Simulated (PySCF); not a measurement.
An element was calculated at UHF (PySCF 2.14, spin-free X2C, a triple-zeta basis, no spin-orbit coupling), in the ground configurations that NIST lists.

| Item | Value |
| --- | --- |
| first ionisation energy | 6.297 eV |
| second ionisation energy | 14.918 eV |
| third ionisation energy | 26.542 eV |

Which element is it?

Ruthenium (Ru, Z = 44), in x2c-TZVPPall. NIST lists 7.361, 16.76 ± 0.06, 28.47 eV for these ionisation energies.
